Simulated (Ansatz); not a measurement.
Cu2H4⁺. The state is a doublet with charge 1. Geometry r2SCAN-D4/def2-TZVP, that of the neutral singlet; atoms count from 1.

| atom | x (Å) | y (Å) | z (Å) |
| --- | --- | --- | --- |
| Cu1 | -0.2151 | 0.4800 | 1.5960 |
| Cu2 | 0.2770 | 0.1042 | -0.6502 |
| H3 | 0.3875 | -0.5092 | -2.1855 |
| H4 | -1.0193 | -0.2648 | 2.6239 |
| H5 | 0.6432 | 1.2267 | 0.4050 |
| H6 | -0.0733 | -1.0368 | -1.7891 |

The structure comes from a short search, and lower isomers may exist.

Estimate the Mulliken populations from the PBE0/def2-TZVP orbitals of Ansatz.


| atom | charge (e) | spin (α − β) | d electrons |
| --- | --- | --- | --- |
| Cu1 | 0.03 | 0.63 | 9.69 |
| Cu2 | -0.06 | 0.01 | 9.86 |
| H3 | 0.22 | 0.00 | – |
| H4 | 0.26 | 0.35 | – |
| H5 | 0.35 | 0.01 | – |
| H6 | 0.21 | 0.00 | – |
Mulliken values depend strongly on the basis.

Where does the spin sit?

Summed by element: Cu 0.64, H 0.36, of 1 unpaired in all. Largest on single atoms: Cu1 0.63, H4 0.35, Cu2 0.01.

And the Mayer bond orders between heavy atoms (over 0.3)?

Cu1–Cu2 0.60 (2.33 Å).
